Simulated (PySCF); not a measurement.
A GIAO shielding run with PySCF (density fitting, non-relativistic, gas phase) on SMILES C(C(C(=C)[SiH2]N)=O)C#CC, C$_{7}$H$_{11}$NOSi:

```
$ OMP_NUM_THREADS=1 python probes_run.py task.json out

{"job": {"kind": "nmr", "xc": "PBE0", "basis": "pcSseg-1"}, "charge": 0, "multiplicity": 1}
C      1.000060     0.992321    -0.877302
C      1.071195     0.382678     0.300858
Si     2.311084    -0.973412     0.766586
N      2.943511    -1.518182    -0.745359
C      0.292720     0.795981     1.472020
O      0.743426     0.640693     2.587475
C     -1.095235     1.376356     1.244296
C     -1.859669     0.536125     0.344494
C     -2.463628    -0.192377    -0.390617
C     -3.208731    -1.057389    -1.279317
H      1.630616     0.684390    -1.694816
H      0.345002     1.828322    -1.073948
H      1.601912    -1.982082     1.564293
H      3.456667    -0.419880     1.481951
H      2.300302    -1.784730    -1.473712
H      3.711434    -2.168092    -0.724481
H     -0.985346     2.377190     0.814012
H     -1.604862     1.466293     2.207297
H     -3.862017    -1.710923    -0.701876
H     -2.521105    -1.670173    -1.862026
H     -3.816257    -0.461786    -1.960298
```

Hardware: 1 thread of an Arm Neoverse N1, shared host. The job also computes population analyses, field gradients.

Question: How large is the calculation?

Answer: 82 electrons, 232 basis functions and 1217 auxiliary functions.

Question: How long does it take, and how much memory does it need?

Answer: 120 s of wall time, with 16 SCF cycles and 5 response iterations; peak memory 1.1 GiB. Times on a shared host scatter by some tens of per cent.
